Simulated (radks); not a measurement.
Values are calculated unless marked as measured or tabulated.
Tm V, configuration [Xe] 4f11 (the NIST ground configuration). Code: a radial shooting solver on a logarithmic mesh with Libxc functionals. Model: scalar-relativistic Kohn-Sham, PBE, spin-unpolarised, spherical densities, finite nucleus; Fermi nuclear charge, rms radius 5.2256 fm.

Normalised radial functions P(r) = r R(r), r in bohr:

| r | 4d | 5p | 4f |
|---|---|---|---|
| 0.002371 | 0.0001 | 0.0056 | 0.0000 |
| 0.003187 | 0.0003 | 0.0093 | 0.0000 |
| 0.004285 | 0.0007 | 0.0152 | 0.0000 |
| 0.005807 | 0.0015 | 0.0250 | 0.0000 |
| 0.007808 | 0.0034 | 0.0400 | 0.0000 |
| 0.0105 | 0.0076 | 0.0627 | 0.0001 |
| 0.01411 | 0.0164 | 0.0952 | 0.0002 |
| 0.01898 | 0.0347 | 0.1382 | 0.0005 |
| 0.02551 | 0.0711 | 0.1877 | 0.0016 |
| 0.0343 | 0.1392 | 0.2303 | 0.0044 |
| 0.04611 | 0.2562 | 0.2394 | 0.0118 |
| 0.062 | 0.4332 | 0.1783 | 0.0301 |
| 0.08336 | 0.6515 | 0.0229 | 0.0719 |
| 0.1121 | 0.8279 | -0.1929 | 0.1581 |
| 0.1507 | 0.8017 | -0.3408 | 0.3142 |
| 0.2042 | 0.3898 | -0.2421 | 0.5607 |
| 0.2745 | -0.3702 | 0.1243 | 0.8528 |
| 0.3691 | -1.1481 | 0.4770 | 1.1038 |
| 0.4963 | -1.4799 | 0.4146 | 1.1972 |
| 0.6672 | -1.2224 | -0.1271 | 1.0855 |
| 0.8971 | -0.6882 | -0.7483 | 0.8317 |
| 1.206 | -0.2601 | -1.0017 | 0.5409 |
| 1.622 | -0.0613 | -0.7971 | 0.2913 |
| 2.18 | -0.0079 | -0.4064 | 0.1229 |
| 2.931 | -0.0005 | -0.1271 | 0.0374 |
| 3.941 | 0.0000 | -0.0211 | 0.0070 |
| 5.298 | 0.0000 | -0.0015 | 0.0007 |
| 7.123 | 0.0000 | 0.0000 | 0.0000 |

4d: eigenvalue -227.24 eV, 1 radial node at r = 0.240 bohr, <r> = 0.568 bohr, 90 % of the charge inside 0.852 bohr. 5p: eigenvalue -72.553 eV, 3 radial nodes at r = 0.0862, 0.252, 0.630 bohr, <r> = 1.36 bohr, 90 % of the charge inside 1.97 bohr. 4f: eigenvalue -56.707 eV, 0 radial nodes, <r> = 0.712 bohr, 90 % of the charge inside 1.20 bohr.
